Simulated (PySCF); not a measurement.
```xyz
3
charge 0 multiplicity 2, angstrom
Zr    0.0000    0.0000    0.2410
O     0.0000    0.0000   -1.5025
H     0.0000    0.0000    2.3486
```

Method: UPBE0/[Zr def2-TZVP with ECP28, O def2-TZVP, H def2-TZVP], scalar-relativistic core potentials, density fitting, no spin–orbit coupling, PySCF.

This geometry of HZrO is a stationary point at this level.

(1) What is the point group?

(2) Is it a minimum?

(3) Which band is strongest in the infrared?

(4) What are the dipole moment and the gap between the highest occupied and lowest empty levels of either spin?

(5) Give the atomic charges and bond orders.

## Answers

(1) C∞v.

(2) No: it has 2 imaginary modes (one degenerate set), at 395i cm⁻¹ (π).

(3) 939 cm⁻¹ (σ+), 249 km/mol.

(4) 0.30 D and 2.51 eV.

(5) 
| atom | Mulliken | Löwdin | polar tensor | spin (Mulliken) | Mayer order to Zr1 |
| --- | --- | --- | --- | --- | --- |
| Zr1 | 0.81 | 0.56 | 1.67 | 1.20 | – |
| O2 | -0.58 | -0.33 | -1.10 | -0.13 | 2.15 |
| H3 | -0.23 | -0.23 | -0.57 | -0.07 | 0.94 |

Only a few start shapes were tried, so a lower isomer may exist. Open d and f shells are described by one determinant, and the ground state may have another occupation or spin. At this level a doublet minimum of Cs symmetry lies 63 kJ/mol below this structure.
